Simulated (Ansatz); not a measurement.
NBrO (nitrosyl bromide): the vertical ionisation energy from total energies

NBrO: 3 atoms, total charge 0, spin state singlet. SMILES: `O=NBr`. Geometry: relaxed at PBE0-D4/def2-TZVP.

```jsonl
{"atom": "O", "x (Å)": "0.9418", "y (Å)": "-0.6468", "z (Å)": "0.4485"}
{"atom": "N", "x (Å)": "-0.0449", "y (Å)": "-0.6365", "z (Å)": "-0.0929"}
{"atom": "Br", "x (Å)": "-0.8968", "y (Å)": "1.2833", "z (Å)": "-0.3556"}
```

Both states at this one shape; open shells run unrestricted unless said. 1 Eh = 27.2114 eV.

```
                                      level  program  singlet NBrO (Eh)  doublet NBrO+ (Eh)  HOMO of the first (eV)
   B2PLYP/def2-SVP, 11 core orbitals frozen   Ansatz       -2703.127998        -2702.742562                   -9.03
  B2PLYP/def2-SVPD, 11 core orbitals frozen   Ansatz       -2703.147992        -2702.755753                   -9.27
B2PLYP/def2-TZVPPD, 11 core orbitals frozen   Ansatz       -2703.645415        -2703.255226                   -9.20
```

Problem. Work out the vertical ionisation energy at each level.

Solution. 
1. B2PLYP/def2-SVP: -2702.742562 − (-2703.127998) = 0.385436 Eh = 10.49 eV; −ε(HOMO) = 9.03 eV.
2. B2PLYP/def2-SVPD: -2702.755753 − (-2703.147992) = 0.392239 Eh = 10.67 eV; −ε(HOMO) = 9.27 eV.
3. B2PLYP/def2-TZVPPD: -2703.255226 − (-2703.645415) = 0.390189 Eh = 10.62 eV; −ε(HOMO) = 9.20 eV.

No measured value is set beside it here; the levels span 10.49 to 10.67 eV. Spin-orbit coupling, which splits open shells on such heavy atoms by tenths of an eV, is left out. All-electron rows are non-relativistic unless named.
